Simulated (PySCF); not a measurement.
This PySCF input asks for the NMR shieldings of `InChI=1S/C3H7ClO3Si/c1-8(4)6-2-5-3-7-8/h2-3H2,1H3`; the geometry comes from GFN2-xTB.

```python
import basis_set_exchange as bse
import numpy as np
from pyscf import gto, dft
from pyscf.prop import nmr

atoms = """
C     2.308307    0.203895    0.150036
Si    0.680247    0.051264   -0.802922
Cl    0.971326    0.059723   -2.779729
O    -0.344841    1.282394   -0.446268
C    -1.471997    1.039651    0.332739
O    -1.372965   -0.109059    1.110273
C    -1.271613   -1.272614    0.355576
O    -0.122541   -1.330010   -0.427363
H     2.817190    1.126695   -0.110661
H     2.152789    0.200556    1.225547
H     2.975078   -0.617287   -0.093718
H    -2.349581    0.980134   -0.334305
H    -1.589056    1.873012    1.032707
H    -2.148843   -1.380719   -0.305791
H    -1.237913   -2.099642    1.071967
"""
names = dict.fromkeys(["C", "Si", "Cl", "O", "H"], "pcSseg-1")
basis = {el: gto.basis.parse(bse.get_basis(n, elements=[el], fmt="nwchem")) for el, n in names.items()}
mol = gto.M(atom=atoms, basis=basis, charge=0, verbose=0)
mf = dft.RKS(mol, xc="PBE0")
mf.grids.level = 2
mf.grids.alignment = dft.numint.BLKSIZE   # the property module wants whole blocks of grid points
mf.conv_tol = 1e-9
mf.kernel()

calc = nmr.RKS(mf)   # GIAO
C = mf.mo_coeff
Co = C[:, mf.mo_occ > 0]
resp = mf.gen_response(singlet=True, hermi=2)
def vind(x):   # induced exchange potential for any number of trial vectors
    d = np.einsum("pi,xij,qj->xpq", C, 2 * x.reshape(-1, C.shape[1], Co.shape[1]), Co, optimize=True)
    return np.einsum("xpq,pi,qj->xij", resp(d - d.transpose(0, 2, 1)), C, Co, optimize=True).ravel()
mo1, _ = nmr.rhf.solve_mo1(calc, with_cphf=vind)
sigma = calc.kernel(mo1)
for i, s in enumerate(sigma):   # ppm
    w = np.linalg.eigvalsh((s + s.T) / 2)
    print("%2d %-2s iso %8.1f  s11 %8.1f  s22 %8.1f  s33 %8.1f" % (i, mol.atom_pure_symbol(i), w.mean(), *w))
```

Task: What are the results?

Result: 
```
 0 C  iso    181.2  s11    168.9  s22    178.6  s33    196.0
 1 Si iso    372.8  s11    331.3  s22    353.0  s33    434.1
 2 Cl iso    864.6  s11    760.8  s22    817.9  s33   1015.1
 3 O  iso    232.9  s11    186.7  s22    213.1  s33    299.0
 4 C  iso     91.6  s11     71.9  s22     91.5  s33    111.4
 5 O  iso    209.4  s11    140.6  s22    176.3  s33    311.4
 6 C  iso     91.6  s11     72.0  s22     91.4  s33    111.3
 7 O  iso    233.2  s11    187.3  s22    213.4  s33    298.8
 8 H  iso     31.3  s11     27.1  s22     28.9  s33     37.8
 9 H  iso     31.3  s11     26.7  s22     29.1  s33     38.2
10 H  iso     31.3  s11     27.1  s22     28.9  s33     37.8
11 H  iso     26.3  s11     21.3  s22     25.8  s33     31.8
12 H  iso     26.2  s11     21.4  s22     25.4  s33     31.7
13 H  iso     26.3  s11     21.3  s22     25.8  s33     31.8
14 H  iso     26.2  s11     21.4  s22     25.4  s33     31.7
```

These numbers come from an equivalent density-fitted implementation of the same equations, which agrees with the script to about 0.01 ppm for H and up to a few tenths of a ppm for heavy atoms, so last digits may differ.

Task: Turn these shieldings into chemical shifts. Scale: TMS for 13C (186.93 ppm), 29Si (349.16 ppm), 1H (31.72 ppm); 35Cl (949.78 ppm) vs HCl; H2O for 17O (336.08 ppm) (reference shieldings calculated alike).

Result: Averaging equivalent atoms: C 4/6: 95.3; C 0: 5.8; Si 1: -23.6; Cl 2: 85; O 5: 126.6; O 3/7: 103.0; H 12/14: 5.55; H 11/13: 5.44; H 8/9/10: 0.43 ppm. Experimental scales use liquid or dissolved standards, which lie at an offset from isolated H2O (liquid H2O: subtract about 36 ppm).

Size and cost of the density-fitted run: 185 basis functions, 64 s wall time on 1 thread of an Arm Neoverse N1, shared host; peak memory 0.83 GiB.
